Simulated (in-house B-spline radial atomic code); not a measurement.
**Ionising K⁷⁺ with different functionals**

Computed with an all-electron radial atomic-structure program (B-spline basis): non-relativistic Hamiltonian, point nucleus, spin-polarised at highest spin, spherical fractional occupations for the functionals, and exact exchange of hybrids averaged over the configuration. The ionisation energy is the difference of two self-consistent energies, [Ne] 3s2 → [Ne] 3s1, without Breit or QED terms; ε is the level of the shell that loses the electron (its least bound occupied spin orbital).

```json
{"method": "PBE0", "rung": "global hybrid", "ΔSCF (eV)": "153.99", "-ε(3s) (eV)": "147.29"}
{"method": "B3LYP", "rung": "global hybrid", "ΔSCF (eV)": "154.35", "-ε(3s) (eV)": "147.10"}
{"method": "TPSSh", "rung": "global hybrid", "ΔSCF (eV)": "153.78", "-ε(3s) (eV)": "146.16"}
{"method": "M06-2X", "rung": "global hybrid", "ΔSCF (eV)": "154.51", "-ε(3s) (eV)": "149.68"}
{"method": "BHandHLYP", "rung": "global hybrid", "ΔSCF (eV)": "153.91", "-ε(3s) (eV)": "149.33"}
{"method": "r2SCAN0", "rung": "global hybrid", "ΔSCF (eV)": "153.16", "-ε(3s) (eV)": "147.47"}
{"method": "B97-1", "rung": "global hybrid", "ΔSCF (eV)": "154.35", "-ε(3s) (eV)": "146.91"}
{"method": "HSE06", "rung": "range-separated hybrid", "ΔSCF (eV)": "154.03", "-ε(3s) (eV)": "146.95"}
{"method": "wB97X", "rung": "range-separated hybrid", "ΔSCF (eV)": "153.19", "-ε(3s) (eV)": "150.10"}
{"method": "CAM-B3LYP", "rung": "range-separated hybrid", "ΔSCF (eV)": "154.33", "-ε(3s) (eV)": "149.04"}
{"method": "LC-wPBE", "rung": "range-separated hybrid", "ΔSCF (eV)": "154.25", "-ε(3s) (eV)": "150.62"}
```

**Question.** Among the functionals, which spreads more, the ΔSCF values or the orbital energies?

**Answer.** The orbital energies: ΔSCF values span about 1.35 eV and the orbital energies 4.46 eV.

**Question.** How do they compare with the NIST value?

**Answer.** NIST lists 154.87 eV ± 0.05 (semi-empirical, ground level to ground level). Errors run from -1.71 to -0.36 eV; M06-2X is closest (-0.36 eV), but part of that can be cancellation, since the calculations leave out relativity, Breit-QED terms, the near-degeneracy of s² and p².
